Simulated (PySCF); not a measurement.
Löwdin shares of the frontier orbitals

C₄H₆F₃P.
SMILES with atom numbers: `[F:1][C:2]([F:3])([F:4])[P:5]1[CH2:6][CH2:7][CH2:8]1` (hydrogens: H9, H10 on C6; H11, H12 on C7; H13, H14 on C8)

Geometry (PBE0-D3(BJ)/def2-SVP, Å), atoms numbered from 1 in this order:
```xyz
14
C4H6F3P angstrom
F      1.4553   -1.3794   -0.0879
C      1.8496   -0.1706    0.3408
F      2.7638    0.2681   -0.5307
F      2.4561   -0.3608    1.5165
P      0.4841    1.1195    0.5194
C     -0.4288    0.7481   -1.0817
C     -1.2825   -0.3417   -0.4026
C     -0.9057   -0.0262    1.0588
H      0.1944    0.4372   -1.9324
H     -1.0027    1.6363   -1.3868
H     -2.3606   -0.2854   -0.6219
H     -0.9376   -1.3441   -0.6891
H     -0.6210   -0.8747    1.6971
H     -1.6673    0.5621    1.5933
```

Method: TDDFT B3LYP/def2-SVPD, vertical, gas phase, core orbitals frozen in the response in PySCF.

Frontier orbitals with the atoms that hold most of them (Löwdin shares over 4%, at most four atoms; ? is withheld):

```tsv
orbital	ε (eV)	atoms
HOMO-3	-10.08	C7 26%, H12 15%, P5 10%, C8 9%
HOMO-2	-9.00	C6 26%, C8 26%, P5 22%, H13 6%
HOMO-1	-8.96	?
HOMO	-7.08	?
LUMO	?	P5 38%, C8 13%, C6 12%, F3 5%
LUMO+1	-0.03	P5 33%, C6 12%, C8 12%, C2 7%
LUMO+2	0.62	P5 18%, C8 10%, C6 10%, C7 9%
```

Give the leading atoms of the HOMO.

P5 (bonded to 3 C) 55%; C6 (bonded to C, P and 2 H) 10%; C8 (bonded to C, P and 2 H) 10%; C7 (bonded to 2 C and 2 H) 8%. By element: phosphorus 55%, carbon 28% or more.

Which atoms hold the HOMO-1, and with what shares?

P5 (bonded to 3 C) 15%; C2 (bonded to 3 F and P) 13%; C7 (bonded to 2 C and 2 H) 11%; C8 (bonded to C, P and 2 H) 10%. By element: carbon 34% or more, phosphorus 15%.

What is the LUMO energy, and the HOMO–LUMO gap?

ε(LUMO) = -0.35 eV; the gap is 6.72 eV (0.2471 hartree).

How does S1 compare with the orbital gap of 6.72 eV?

S1 is at 5.81 eV (f = 0.041), 0.92 eV below the gap, made of HOMO→LUMO (98%). Without the coupling terms of the response equations the lowest excitation would equal the gap.

One configuration dominates each of S1, S2, S6 and S8. Which, and how do the shares of the two leading atoms of either orbital change from the occupied to the empty one?

- S1 (5.81 eV, f 0.041), HOMO→LUMO (98%): P5 55% → 38%, C6 10% → 12%, C8 10% → 13%
- S2 (6.15 eV, f 0.035), HOMO→LUMO+1 (96%): P5 55% → 33%, C6 10% → 12%
- S6 (7.49 eV, f 0.0009), HOMO-1→LUMO (95%): P5 15% → 38%, C2 13% → at most 6%, C8 10% → 13%
- S8 (7.85 eV, f 0.078), HOMO-2→LUMO (90%): C6 26% → 12%, C8 26% → 13%, P5 22% → 38%

The run took 84 s wall on one thread of an Arm Neoverse V1 (shared host), and the process peaked at 0.93 GiB of memory.

One conformer stands for the species.
